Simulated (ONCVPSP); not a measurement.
## An all-electron radial function and its pseudo partner (Al (Z = 13))

Columns: radius, all-electron u(r) and pseudo u(r) of the 3p shell (level -4.23 eV) of aluminium in the configuration [Ne] 3s2 3p0.75; LDA (Perdew-Wang 92), scalar-relativistic, ONCV scheme, ONCVPSP 4.0.1.

```csv
r (bohr),all-electron,pseudo
0.103,-0.0820,0.0025
0.205,-0.1791,0.0099
0.308,-0.2258,0.0222
0.410,-0.2239,0.0392
0.513,-0.1883,0.0609
0.615,-0.1332,0.0866
0.718,-0.0670,0.1165
0.820,0.0027,0.1494
0.923,0.0730,0.1853
1.025,0.1401,0.2228
1.128,0.2036,0.2619
1.230,0.2616,0.3009
1.332,0.3141,0.3394
1.435,0.3616,0.3767
1.538,0.4036,0.4118
1.640,0.4398,0.4438
1.743,0.4712,0.4729
1.845,0.4976,0.4980
1.948,0.5196,0.5197
2.050,0.5372,0.5372
2.153,0.5510,0.5511
2.255,0.5612,0.5612
2.358,0.5682,0.5682
2.460,0.5723,0.5723
2.562,0.5737,0.5737
2.665,0.5727,0.5727
```

**Question.** How many radial nodes do the two functions have?

**Answer.** The all-electron 3p function has n − l − 1 = 1; the pseudo-wave has 0, since the states of the same l below it are removed with the core.

**Question.** At about which radius was the pseudo-wave matched?

**Answer.** 2.05 bohr. The columns agree to 0.0005 from 1.84 bohr on; several derivatives are matched, so the curves merge somewhat inside the radius.

**Question.** Is the pseudo-wave norm-conserving?

**Answer.** Yes: the ONCV scheme keeps the norm inside the radius equal to the all-electron one, which fixes the energy derivative of the logarithmic derivative at the level.
